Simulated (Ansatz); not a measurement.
Molecule: C$_{2}$H$_{3}$BCl, charge 0, multiplicity 2. It need not be the lowest isomer of its formula. 
Geometry from a B3LYP-D3(BJ)/def2-TZVP (Ansatz, a quantum-chemistry and plane-wave program) optimisation:
```
C
C 1 1.3386
H 2 1.0838 1 121.00
H 2 1.0846 3 116.68 1 180.00
H 1 1.0899 2 118.49 3 180.00
B 1 1.5267 5 120.06 2 -180.00
Cl 6 1.7339 1 126.02 5 0.00
```
Charge 0, spin multiplicity 2.

Basis-set convergence of Hartree-Fock and MP2 correlation energies (hartree) with Ansatz. Cores are frozen in the correlated levels unless marked. UHF or UKS for open shells. Spin-orbit coupling is left out. No relativistic terms.

| basis | functions | E(HF) | E(corr, MP2) |
|---|---|---|---|
| cc-pV(D+d)Z | 80 | -561.64614 | -0.45304 |
| cc-pV(T+d)Z | 171 | -561.68634 | -0.57358 |
| cc-pV(Q+d)Z | 319 | -561.69624 | -0.61766 |

Extrapolating the two largest sets (X = 3 and 4) as X^-3: E(corr) = (64·(-0.61766) - 27·(-0.57358))/37 = -0.6498 Eh, an estimate of the basis-set limit. The largest set recovers 95.0 % of it, the smallest 69.7 %.
